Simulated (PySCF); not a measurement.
Match the calculated data to a structure.

All candidates are C5H14OSi.

| technique | computed result |
| --- | --- |
| Dipole | 0.88 D [PBE0/pcSseg-1] |
| 1H NMR | chemical shifts (computed TMS as zero) by class: 5.09 (2 H), 1.34 (9 H), 0.16 (3 H) ppm [GIAO PBE0/pcSseg-1] |
| 13C NMR | chemical shifts (computed TMS as zero) by class: 72.7 (1 C), 32.8 (3 C), -2.1 (1 C) ppm [GIAO PBE0/pcSseg-1] |
| Rotational structure | rotational constants A, B, C: 3.657, 1.216, 1.162 GHz [GFN2-xTB] |
| NMR, other nuclei | isotropic shieldings of nuclei other than C and H, by class: 260 (1 O), 384 (1 Si) ppm [GIAO PBE0/pcSseg-1] |

The electronic properties come from PySCF, for the isolated species, density fitting. Levels stand in brackets. The structure is a single GFN2-xTB conformer in the gas phase; no vibrational or solvent corrections. Each NMR value is the plain mean over a class of atoms that symmetry, rotation or inversion makes alike.

Question: Which candidate is it?
A. `C[SiH2]OC(C)(C)C`
B. `CCOCCC[SiH3]`
C. `CCO[Si](C)(C)C`

Answer: A. It is `C[SiH2]OC(C)(C)C`. Numbering: `[CH3:1][SiH2:2][O:3][C:4]([CH3:5])([CH3:6])[CH3:7]`. Its formula, C5H14OSi, gives 0 degrees of unsaturation, so no ring and no π bond. 5 carbons fall into 3 classes; from least to most shielded: sp3 carbon bound to oxygen [C4] (72.7 ppm), methyl carbon [C5/C6/C7] (32.8 ppm, 3 C, up to 2.3 ppm apart in this geometry), Si-methyl carbon [C1] (-2.1 ppm). Hydrogen classes from least to most shielded: 2 H on an oxygen-bound silicon, Si2 (5.09 ppm), 9 H on 3 methyl carbons, C5/C6/C7 (1.34 ppm, a mean of values up to 0.6 ppm apart in this geometry), 3 H on an Si-methyl carbon, C1 (0.16 ppm, a mean of values up to 0.8 ppm apart in this geometry). The other shieldings belong to: 260 ppm, silyl ether oxygen [O3]; 384 ppm, oxygen-bound silicon [Si2]. The optimised geometry has point group Cs and is an asymmetric top.

The others, at the same levels:
- `CCOCCC[SiH3]` fails: it has 5 carbon classes against 3; its computed 13C shifts are 73.8 (1 C), 71.2 (1 C), 31.6 (1 C), 18.0 (1 C), 6.2 (1 C) ppm, 1H shifts are 3.81 (3 H), 3.58 (2 H), 3.53 (2 H), 1.84 (2 H), 1.31 (3 H), 1.15 (2 H) ppm and smallest rotational constant is 0.843 GHz (against 1.162 GHz).
- `CCO[Si](C)(C)C` fails: its computed 13C shifts are 61.3 (1 C), 20.8 (1 C), -0.2 (3 C) ppm, 1H shifts are 3.83 (2 H), 1.29 (3 H), 0.04 (9 H) ppm and rotational constant A is 2.814 GHz (against 3.657 GHz).

Each candidate is one conformer, not necessarily the lowest. The conformers computed, where there is a choice (atom-mapped SMILES and torsion angles):
- `[CH3:1][SiH2:2][O:3][C:4]([CH3:5])([CH3:6])[CH3:7]`: C1–Si2–O3–C4 180°, Si2–O3–C4–C5 180°
- `[CH3:1][CH2:2][O:3][CH2:4][CH2:5][CH2:6][SiH3:7]`: C1–C2–O3–C4 180°, C2–O3–C4–C5 -179°, O3–C4–C5–C6 60°, C4–C5–C6–Si7 62°
- `[CH3:1][CH2:2][O:3][Si:4]([CH3:5])([CH3:6])[CH3:7]`: C1–C2–O3–Si4 180°, C2–O3–Si4–C5 -61°
